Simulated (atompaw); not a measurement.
# How hard is this Fe (Z = 26) PAW (atompaw) potential?

atompaw 4.2.0.5 input, output lines left out:

```
Fe 26
GGA-PBESOL scalarrelativistic loggrid 1500 logderivrange -9 5 351
4 4 3 0 0 0
4 0 1
4 1 1
3 2 6
0 0 0
c
c
v
v
c
v
v
v
2
1.88 1.50 1.70 1.10
n
n
y
0.35
n
custom polynom vanderbiltortho besselshape
3 0 troulliermartins
1.50
1.88
1.76
1.76
1.88
1.88
```

The pseudo-atom Hamiltonian at the reference potential is diagonalised in spherical Bessel functions j_l(qr) that vanish at 20 bohr, with q² up to the cutoff. All-electron valence levels (Ry): 3s -7.0191, 4s -0.4683, 3p -4.5321, 4p -0.1558, 3d -0.6764.

Q: How do the lowest levels (Ry) of each channel move with the cutoff, and are there ghosts?

A:

```tsv
cutoff (Ry)	s #1	s #2	p #1	p #2	d #1	d #2	f #1	Σ f·Δε (mRy)
8	-5.6156	-0.4360	-2.8382	-0.0979	0.0309	0.1022	0.0941	17304.5
15	-6.8966	-0.4677	-4.4182	-0.1509	-0.4401	0.0393	0.0941	2352.2
25	-7.0171	-0.4682	-4.5301	-0.1557	-0.6727	0.0381	0.0941	38.6
45	-7.0188	-0.4683	-4.5319	-0.1557	-0.6761	0.0381	0.0941	3.8
60	-7.0191	-0.4683	-4.5320	-0.1557	-0.6764	0.0381	0.0941	1.2
90	-7.0191	-0.4683	-4.5321	-0.1557	-0.6764	0.0381	0.0941	0.1
400	-7.0191	-0.4683	-4.5321	-0.1558	-0.6764	0.0381	0.0941	0.0
```

Result: no extra level below or beside the all-electron valence levels (s, p, d, f tested); 10 mRy is reached at 40 Ry and 1 mRy at 70 Ry.
